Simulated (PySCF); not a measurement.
Electron correlation in Te⁺ (tellurium, charge +1)

[Kr] 4d10 5s2 5p2 6s1, high-spin 4P determinant (an excited configuration). Computed with PySCF 2.14 in aug-cc-pVQZ-DK3, with scalar relativity by spin-free X2C-1e. Frozen: [Kr] 4d10; 5 electrons correlated.

```json
{"level": "CCSD", "correlation energy (mhartree)": "-76.23"}
{"level": "(T)", "correlation energy (mhartree)": "-2.68"}
{"level": "CCSD(T)", "correlation energy (mhartree)": "-78.91"}
```

Diagnostics: T1 = 0.027, D1 = 0.0840, largest double amplitude 0.087.

Q: Is a single reference adequate?

A: Mostly. T1 lies below 0.03, but a double amplitude of this size points to a near-degeneracy that CCSD handles and MP2 describes poorly.
